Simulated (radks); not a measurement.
The xenon ion Xe48+, 6 electrons, occupied as [He] 2s2 2p2. All-electron calculation, non-relativistic Kohn-Sham, LB94 model potential, spin-polarised, spherical densities, point nucleus; open shells are filled with parallel spins first (spin-orbit coupling, left out, can overturn this in heavy ions); relativity is left out, which matters for an element this heavy. Program: a radial shooting solver on a logarithmic mesh with Libxc functionals. Some entries of the table are withheld. Estimate them.

orbital  occ.  eigenvalue (eV)  r(max) (bohr)  <r^2> (bohr^2)
1s down     1        -37368.45            (1)        0.001049
1s up       1        -37356.80            (2)        0.001050
2s up       1        -8713.423         0.1001         0.01561
2s down     1        -8660.873         0.1002         0.01568
2p up       2        -8554.078        0.07744         0.01144
2p down     0        -8504.363        0.07731         0.01146

Answer. 
(1) 1s down r(max) (bohr): 0.01863
(2) 1s up r(max) (bohr): 0.01863
